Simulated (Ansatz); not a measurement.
Reaction (formal exchange of groups at a C–O bond): `CCCO` + `CCCCBr` → `CCCCCCCBr` + H₂O

Program: Ansatz. Geometries: PBE0-D4/def2-TZVP. ΔE: electronic, gas phase. CBS: MP2 limit from def2 TZ/QZ plus the TZ coupled-cluster correction, frozen cores. This one scheme is used for every species. Functionals use def2-TZVPP. B3LYP here is the variant with VWN-RPA as its local correlation; programs differ in this. HSE06 is defined as in plane-wave codes. For Br outer-core shells are correlated without core-valence functions, which leaves a few kJ/mol of doubt a bond. Scalar relativity is left out up to krypton. One conformer a species, not always the lowest.

```csv
level,ΔE (kJ/mol),difference from CCSD(T)/CBS
LDA (SPW92),-40.4,8.4
PBE-D4,-37.4,11.4
revPBE-D4,-41.3,7.5
BLYP-D4,-34.1,14.7
r2SCAN-D4,-36.9,11.9
B97M-V,-37.1,11.7
PBE0-D4,-40.4,8.4
B3LYP-D4,-35.8,13.0
r2SCANh-D4,-38.1,10.7
HSE06-D4,-39.9,8.9
BHLYP-D4,-36.3,12.5
ωB97X-V,-37.3,11.5
ωB97M-V,-40.6,8.2
B2PLYP,-32.8,16.0
PBE-QIDH,-42.3,6.5
PBE,-28.4,20.4
revPBE,-22.4,26.4
BLYP,-17.3,31.5
r2SCAN,-33.4,15.4
PBE0,-32.1,16.7
B3LYP,-22.4,26.4
r2SCANh,-34.4,14.4
r2SCAN0,-35.8,13.0
HSE06,-32.0,16.8
BHLYP,-25.7,23.1
CAM-B3LYP,-26.0,22.8
LC-ωPBE,-33.5,15.3
RPA@PBE/def2-TZVPP,-41.2,7.6
HF/def2-SVP,-13.3,35.5
MP2/def2-SVP,-41.6,7.2
CCSD/def2-SVP,-32.9,15.9
CCSD(T)/def2-SVP,-34.8,14.0
HF/def2-TZVPP,-19.4,29.4
MP2/def2-TZVPP,-52.8,-4.0
SCS-MP2/def2-TZVPP,-44.2,4.6
CCSD/def2-TZVPP,-42.5,6.3
HF/def2-QZVPP,-19.7,29.1
HF/CBS(def2),-19.7,29.1
MP2/CBS(def2),-56.4,-7.6
CCSD/CBS(def2),-46.1,2.7
CCSD(T)/CBS,-48.8,0
```

Largest T1 diagnostic among the species: 0.009.

Leaving LDA and LC-ωPBE aside and taking each functional with its dispersion term where it has one, the values spread over 9.5 kJ/mol, from PBE-QIDH to B2PLYP. LDA lies −11.9 kJ/mol from PBE without D4. In def2-TZVPP, CCSD(T) changes the Hartree–Fock value by −25.8 kJ/mol (the triples alone add −2.7 kJ/mol) and MP2 by −33.4 kJ/mol. From BLYP to BHLYP (50 % exact exchange), in def2-TZVPP and without D4, ΔE moves by −8.4 kJ/mol.
